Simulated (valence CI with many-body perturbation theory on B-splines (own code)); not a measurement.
The numbers below are computed, except where a source is named.
Energy levels of Sm LVIII

Method: configuration interaction combined with many-body perturbation theory (CI+MBPT): three valence electrons over a frozen Dirac-Fock core [He], a basis of 11 s, 11 p, 10 d, 8 f, 5 g, 2 h functions for each j, with the one-electron correlation potential Σ1 (screened to all orders), the two-electron term Σ2, the three-electron term Σ3, Breit, model QED; selected single and double excitations, second order for the rest, scaled by the run's own slope (own B-spline code, finite nucleus).

No measured spectrum was set against this ion. As an estimate, large intervals hold to a few tenths of a per cent, small ones and those within an open d or f shell to about a per cent.

Levels 1 to 45 of 165, with energies above the lowest level, (2s^2 2p1/2) J=1/2. "Leading %" is the weight of the configuration and term that name the level; weights of strongly mixed levels are sums over their largest components and can fall short, so below about 35 % the name and the second component can differ from the true leading terms, or belong to a minority configuration. In the jj column 3d3/2^4 stands for four electrons in 3d with j = 3/2.

```tsv
No.	Configuration	Term	J	E (Ry)	Leading %	Second component	Leading jj
1	2s²2p	²P°	1/2	0.00	100		2s^2 2p1/2 (100 %)
2	2s2p²	⁴P	1/2	14.87	53	30 % 2s2p² ²S	2s 2p1/2^2 (99 %)
3	2s²2p	²P°	3/2	48.48	99		2s^2 2p3/2 (99 %)
4	2s2p²	⁴P	3/2	58.86	91	6 % 2s2p² ²D	2s 2p1/2 2p3/2 (100 %)
5	2s2p²	²D	5/2	61.50	61	39 % 2s2p² ⁴P	2s 2p1/2 2p3/2 (100 %)
6	2s2p²	²P	1/2	65.75	70	29 % 2s2p² ⁴P	2s 2p1/2 2p3/2 (99 %)
7	2s2p²	²D	3/2	65.85	63	36 % 2s2p² ²P	2s 2p1/2 2p3/2 (100 %)
8	2p³	²P°	3/2	81.51	47	27 % 2p³ ²D°	2p1/2^2 2p3/2 (99 %)
9	2s2p²	⁴P	5/2	108.66	61	39 % 2s2p² ²D	2s 2p3/2^2 (100 %)
10	2s2p²	²S	1/2	115.07	69	18 % 2s2p² ⁴P	2s 2p3/2^2 (100 %)
11	2s2p²	²P	3/2	115.14	62	30 % 2s2p² ²D	2s 2p3/2^2 (100 %)
12	2p³	⁴S°	3/2	127.15	55	45 % 2p³ ²D°	2p1/2 2p3/2^2 (100 %)
13	2p³	²D°	5/2	128.73	100		2p1/2 2p3/2^2 (100 %)
14	2p³	²P°	1/2	132.07	100		2p1/2 2p3/2^2 (100 %)
15	2p³	²P°	3/2	178.32	52	28 % 2p³ ²D°	2p3/2^3 (100 %)
16	2s²3s	²S	1/2	519.89	98		2s^2 3s (98 %)
17	2s²3p	²P°	1/2	524.93	96		2s^2 3p1/2 (96 %)
18	2s2p3s	⁴P°	1/2	529.85	86	13 % 2s2p3s ²P°	2s 2p1/2 3s (98 %)
19	2s2p3s	⁴P°	3/2	531.48	60	38 % 2s2p3s ²P°	2s 2p1/2 3s (98 %)
20	2s2p3s	²P°	1/2	533.29	94	5 % 2s2p3s ⁴P°	2s 2p1/2 3s (99 %)
21	2s2p3p	⁴D	1/2	534.11	72	20 % 2s2p3p ²P	2s 2p1/2 3p1/2 (100 %)
22	2s2p3p	⁴D	3/2	535.84	41	31 % 2s2p3p ²D	2s 2p1/2 3p1/2 (99 %)
23	2s2p3p	⁴P	1/2	538.37	47	30 % 2s2p3p ²S	2s 2p1/2 3p1/2 (99 %)
24	2s²3p	²P°	3/2	539.35	96		2s^2 3p3/2 (96 %)
25	2s²3d	²D	3/2	542.93	97		2s^2 3d3/2 (97 %)
26	2s²3d	²D	5/2	546.85	96		2s^2 3d5/2 (96 %)
27	2p²3s	⁴P	1/2	547.52	37	24 % 2p²3s ²S	2p1/2^2 3s (80 %)
28	2s2p3p	⁴P	3/2	549.15	31	27 % 2s2p3p ⁴D	2s 2p1/2 3p3/2 (100 %)
29	2s2p3p	⁴D	5/2	551.13	45	36 % 2s2p3p ²D	2s 2p1/2 3p3/2 (97 %)
30	2s2p3p	²D	3/2	551.33	44	22 % 2s2p3p ²P	2s 2p1/2 3p3/2 (99 %)
31	2p²3p	²P°	1/2	551.84	39	34 % 2p²3p ⁴D°	2p1/2^2 3p1/2 (87 %)
32	2s2p3d	⁴F°	3/2	551.95	71	12 % 2s2p3d ²D°	2s 2p1/2 3d3/2 (100 %)
33	2s2p3p	²P	1/2	552.18	32	15 % 2s2p3p ²S	2s 2p1/2 3p3/2 (81 %)
34	2s2p3d	⁴F°	5/2	553.83	47	23 % 2s2p3d ²F°	2s 2p1/2 3d3/2 (96 %)
35	2s2p3d	²P°	3/2	555.02	28	27 % 2s2p3d ⁴D°	2s 2p1/2 3d3/2 (97 %)
36	2s2p3d	⁴D°	1/2	555.57	50	33 % 2s2p3d ²P°	2s 2p1/2 3d3/2 (88 %)
37	2s2p3d	⁴P°	5/2	556.70	35	29 % 2s2p3d ⁴D°	2s 2p1/2 3d5/2 (98 %)
38	2s2p3d	⁴F°	7/2	558.45	38	37 % 2s2p3d ²F°	2s 2p1/2 3d5/2 (99 %)
39	2s2p3d	²F°	5/2	559.25	51	22 % 2s2p3d ²D°	2s 2p1/2 3d5/2 (98 %)
40	2s2p3d	²D°	3/2	559.27	39	39 % 2s2p3d ²P°	2s 2p1/2 3d5/2 (95 %)
41	2p²3p	²P°	3/2	567.42	33	20 % 2p²3p ⁴D°	2p1/2^2 3p3/2 (96 %)
42	2p²3d	²D	3/2	570.07	41	33 % 2p²3d ⁴F	2p1/2^2 3d3/2 (98 %)
43	2p²3d	²D	5/2	574.85	34	19 % 2p²3d ⁴D	2p1/2^2 3d5/2 (98 %)
44	2s2p3s	⁴P°	5/2	578.43	100		2s 2p3/2 3s (100 %)
45	2s2p3s	²P°	3/2	580.02	77	22 % 2s2p3s ⁴P°	2s 2p3/2 3s (99 %)
```

The ionisation energy to 2s² ¹S0 of the next ion comes out as 12582 eV (NIST: 12588 ± 6 eV (theoretical)). All 165 levels together are meant to be complete up to 752.90 Ry.
